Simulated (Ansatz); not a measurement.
Species: C2H5ClSi, SMILES `C=C[SiH2]Cl` (C–C–Si–Cl torsion 119°) (charge 0, multiplicity 1), formula C$_{2}$H$_{5}$ClSi.

Q: How many basis functions does frozen-core CCSD(T)/def2-TZVPP // B3LYP-D3(BJ)/def2-TZVP (Ansatz, an electronic-structure program) use, how many core orbitals are frozen, and how many electrons are correlated?

A: 216 basis functions and 12 frozen orbitals, which leaves 24 correlated electrons. Core time is of the order of minutes.
